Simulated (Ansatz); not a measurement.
`CO[SiH](Cl)O[SiH3]` + `B[SiH2]C[SiH3]` → `B[SiH](Cl)O[SiH3]` + `CO[SiH2]C[SiH3]`  (redistribution)

Program: Ansatz. Geometries: PBE0-D4/def2-TZVP. ΔE: electronic, gas phase. CCSD(T)/CBS adds triple-zeta CCSD(T) − MP2 to the extrapolated MP2 energy (def2 sets, frozen cores). Functionals use def2-TZVPP. B3LYP here is the variant with VWN-RPA as its local correlation; programs differ in this. Each species was taken in one conformer, which may not be the lowest.

```csv
level,ΔE (kJ/mol),difference from CCSD(T)/CBS
r2SCAN-D4,24.4,0.7
PBE0-D4,23.6,-0.1
B3LYP-D4,21.3,-2.4
ωB97X-V,22.6,-1.1
B2PLYP,20.9,-2.8
r2SCAN,24.0,0.3
PBE0,22.5,-1.2
B3LYP,19.5,-4.2
MP2/def2-TZVPP,22.7,-1.0
SCS-MP2/def2-TZVPP,21.3,-2.4
CCSD/def2-TZVPP,23.7,0.0
HF/def2-QZVPP,21.2,-2.5
MP2/def2-QZVPP,22.6,-1.1
SCS-MP2/def2-QZVPP,21.2,-2.5
MP2/CBS(def2),22.4,-1.3
CCSD/CBS(def2),23.4,-0.3
CCSD(T)/CBS,23.7,0
```

Largest T1 diagnostic among the species: 0.011.
